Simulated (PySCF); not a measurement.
SMILES F[SiH](C(F)(F)F)C(F)(F)F, PBE0/def2-SVP optimised geometry.

```
11

Si    -0.96    -0.14     0.00
F     -1.46     1.40     0.00
C     -1.57    -0.97    -1.62
F     -2.91    -0.99    -1.68
F     -1.15    -2.24    -1.67
F     -1.12    -0.35    -2.72
C      0.97    -0.14     0.00
F      1.48     0.50    -1.05
F      1.45     0.45     1.10
F      1.42    -1.40    -0.03
H     -1.48    -0.86     1.18
```

Density from PBE0/def2-TZVP in PySCF 2.14.0 at that geometry.

Minimum of the electron density along straight lines between bonded atoms, close to the bond critical point (lines longer than 1.1 times the sum of covalent radii, or with two minima, are not listed):

```json
[
 {"bond": "Si1–F2", "length / Å": "1.615", "ρ at the minimum / e bohr⁻³": "0.135", "∇²ρ there / e bohr⁻⁵": "0.93", "position (fraction from the first atom)": "0.42"},
 {"bond": "Si1–C3", "length / Å": "1.926", "ρ at the minimum / e bohr⁻³": "0.122", "∇²ρ there / e bohr⁻⁵": "0.14", "position (fraction from the first atom)": "0.38"},
 {"bond": "C3–F4", "length / Å": "1.338", "ρ at the minimum / e bohr⁻³": "0.284", "∇²ρ there / e bohr⁻⁵": "-0.38", "position (fraction from the first atom)": "0.34"},
 {"bond": "C3–F5", "length / Å": "1.340", "ρ at the minimum / e bohr⁻³": "0.282", "∇²ρ there / e bohr⁻⁵": "-0.38", "position (fraction from the first atom)": "0.34"},
 {"bond": "C3–F6", "length / Å": "1.334", "ρ at the minimum / e bohr⁻³": "0.287", "∇²ρ there / e bohr⁻⁵": "-0.38", "position (fraction from the first atom)": "0.34"},
 {"bond": "Si1–C7", "length / Å": "1.926", "ρ at the minimum / e bohr⁻³": "0.122", "∇²ρ there / e bohr⁻⁵": "0.14", "position (fraction from the first atom)": "0.38"},
 {"bond": "C7–F8", "length / Å": "1.334", "ρ at the minimum / e bohr⁻³": "0.287", "∇²ρ there / e bohr⁻⁵": "-0.38", "position (fraction from the first atom)": "0.34"},
 {"bond": "C7–F9", "length / Å": "1.338", "ρ at the minimum / e bohr⁻³": "0.284", "∇²ρ there / e bohr⁻⁵": "-0.38", "position (fraction from the first atom)": "0.34"},
 {"bond": "C7–F10", "length / Å": "1.340", "ρ at the minimum / e bohr⁻³": "0.283", "∇²ρ there / e bohr⁻⁵": "-0.38", "position (fraction from the first atom)": "0.34"},
 {"bond": "Si1–H11", "length / Å": "1.479", "ρ at the minimum / e bohr⁻³": "0.128", "∇²ρ there / e bohr⁻⁵": "0.13", "position (fraction from the first atom)": "0.49"}
]
```
